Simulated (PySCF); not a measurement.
# Polarisability and C₆ of H⁻ (hydrogen, charge -1)

1s2, closed-shell 1S. All numbers are calculated (PySCF 2.14, scalar relativity by spin-free X2C-1e, in aug-cc-pVTZ-DK (4s3p2d, 23 functions)). Coupled (time-dependent) response in atomic units; α is the mean over directions.

```csv
method,mean α (bohr³),C₆ (like pair),S(−4)
UHF,26.22,150.3,309.2
```

S(−4) is the Cauchy moment in α(ω) = α(0) + S(−4) ω² + …

α(iu) at UHF:

```tsv
u (hartree)	α(iu) (bohr³)
0	26.22
0.0500	25.47
0.100	23.45
0.200	17.82
0.300	12.73
0.500	6.654
0.750	3.451
1.00	2.066
1.50	0.9674
2.00	0.5574
3.00	0.2545
5.00	0.09435
```

For an ion, C₆ is the dispersion term alone; charge-induced terms of lower order in 1/R come first.
